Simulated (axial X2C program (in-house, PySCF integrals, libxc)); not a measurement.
## LiBi along the bond: HF, with spin–orbit coupling

Calculated with an axial X2C code built on PySCF integrals. Two-component (2c) means X2C with spin–orbit coupling and atomic mean-field two-electron Coulomb and Gaunt terms. Basis: Bi dyall-cv3z [12s14p10d6f1g], Li dyall-cv3z [7s8p2d] (cores contracted in-house); Gaussian nuclei, density fitting, unrestricted open shells. Masses: Bi 208.980 u, Li 7.016 u.

State: Ω = 1 (⟨Sz⟩ = 0.72, ⟨Lz⟩ = 0.28 at HF). Dipoles are positive if Li is the positive end.

Results along the bond:

```csv
R (Å),μ (D),HOMO (eV),LUMO (eV)
2.310,6.016,-6.40,-0.26
2.416,6.250,-6.34,-0.28
2.496,6.407,-6.29,-0.30
2.575,6.543,-6.26,-0.32
2.655,6.651,-6.21,-0.33
2.748,6.725,-6.12,-0.34
2.841,6.711,-6.02,-0.34
2.960,6.484,-5.88,-0.35
3.106,5.732,-5.72,-0.32
3.319,4.045,-5.55,-0.20
```

The state is a single determinant with fixed occupations, the lowest that a limited PBE0 search found. PBE0 can misorder states that lie within some tenths of an eV, so this need not be the ground state of the molecule. The nearest other spin-free determinant of the search, M_S = 0, Λ = 2, lies 0.72 eV up at the distance of the search. With several unpaired electrons one determinant need not be a pure state. A state of lower Ω lies just above, and one determinant can place such states too high, so the state shown need not be the lowest. The search has Ω = 0 only 0.00 eV up. Open-shell Ω = 0 determinants with evenly filled partner blocks cannot be reached by this program, so the Ω shown need not be the lowest component. This is the Ω = 1 component of a π² triplet; the 0⁺ component is not one determinant and can lie lowest. The determinant is spin-polarised beyond a pure state at some levels (its spin-free form has ⟨S²⟩ too high), which makes Re and μ there less reliable.
